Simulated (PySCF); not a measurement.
Species: C₅HF₃.
SMILES with atom numbers: `[CH:1]#[C:2][C:3]#[C:4][C:5]([F:6])([F:7])[F:8]` (hydrogens: H9 on C1)

Method: PBE0-D3(BJ)/def2-SVP geometry optimisation, gas phase (PySCF); density fitting, grid level 1; the optimiser is geomeTRIC in internal coordinates, started from a GFN2-xTB structure with every atom displaced at random (about 0.01 Å).

Step 0: E = -13323.7448 eV
```
atom  x, y, z in Å  |  force x, y, z in eV/Å
C1      3.1981   -0.1264   -0.3922   -3.990   0.217   0.513
C2      1.9796   -0.0668   -0.2339    1.849  -0.154  -0.276
C3      0.6221   -0.0207   -0.0548    7.229  -0.246  -1.011
C4     -0.5187    0.0224    0.1191   -8.253   0.234   1.151
C5     -1.9911    0.0576    0.3106   -0.293   0.481   0.633
F6     -2.3357    0.8418    1.3629    0.480  -0.490  -0.627
F7     -2.4939   -1.1561    0.5570    0.324   0.266  -0.202
F8     -2.6175    0.5603   -0.7559    0.312  -0.232   0.123
H9      4.2150   -0.1291   -0.5195    2.342  -0.074  -0.304
```

Step 1: E = -13324.0425 eV
```
atom  x, y, z in Å  |  force x, y, z in eV/Å
C1      3.1959   -0.0648   -0.3790    0.312  -0.097  -0.060
C2      1.9902   -0.1422   -0.2531   -0.019   0.123   0.010
C3      0.6328   -0.1380   -0.0857   -0.771   0.039   0.163
C4     -0.5743   -0.0868    0.0940    0.716  -0.095  -0.166
C5     -2.0155    0.0627    0.3204    0.080   0.159   0.013
F6     -2.2314    0.8735    1.3575   -0.092  -0.059  -0.012
F7     -2.6000   -1.1031    0.5778   -0.008  -0.021   0.002
F8     -2.6086    0.5963   -0.7467   -0.034  -0.036   0.041
H9      4.2688   -0.0147   -0.4918   -0.184  -0.013   0.009
```

Step 2: E = -13324.0523 eV
```
atom  x, y, z in Å  |  force x, y, z in eV/Å
C1      3.2018   -0.0770   -0.3834   -0.045  -0.092  -0.017
C2      1.9942   -0.1158   -0.2450    0.060   0.098   0.000
C3      0.6354   -0.0970   -0.0715   -0.143  -0.004   0.054
C4     -0.5675   -0.0546    0.1024    0.100   0.041  -0.033
C5     -2.0146    0.0659    0.3206   -0.037   0.035   0.017
F6     -2.2738    0.8607    1.3594    0.038  -0.013  -0.041
F7     -2.5685   -1.1174    0.5677    0.005  -0.109   0.024
F8     -2.6192    0.5802   -0.7490    0.034   0.037   0.002
H9      4.2701   -0.0622   -0.5078   -0.011   0.007  -0.005
```

Question: Estimate the geometry and energy of step 3. (The exact step hangs on the optimiser's Hessian estimate; all steps are aligned on step 2, rigid shifts and turns removed.)

Answer: E = -13324.0565 eV, largest force 0.283 eV/Å
```
atom  x, y, z in Å  |  force x, y, z in eV/Å
C1      3.2005   -0.0929   -0.3875   -0.117  -0.053   0.000
C2      1.9945   -0.0805   -0.2341    0.006   0.056   0.004
C3      0.6359   -0.0431   -0.0535    0.278  -0.045  -0.032
C4     -0.5646   -0.0125    0.1127   -0.226   0.062   0.029
C5     -2.0153    0.0641    0.3195    0.023  -0.026   0.004
F6     -2.3082    0.8459    1.3571    0.001  -0.012   0.009
F7     -2.5263   -1.1430    0.5584   -0.022   0.021  -0.014
F8     -2.6233    0.5656   -0.7539   -0.018  -0.019   0.011
H9      4.2647   -0.1208   -0.5254    0.074   0.015  -0.012
```

The energy changes by -0.0041 eV. The first-order estimate −F·Δx gives -0.0081 eV and the mean of the old and new forces, exact on a quadratic surface, -0.0043 eV. The step makes an angle of 76° with the force vector and moves no atom by more than 0.061 Å.

The cost below is that of the whole optimisation. The run took 42 s of wall time on one thread, Arm Neoverse V1 (aarch64), shared host, and the process peaked at 0.47 GiB of memory.
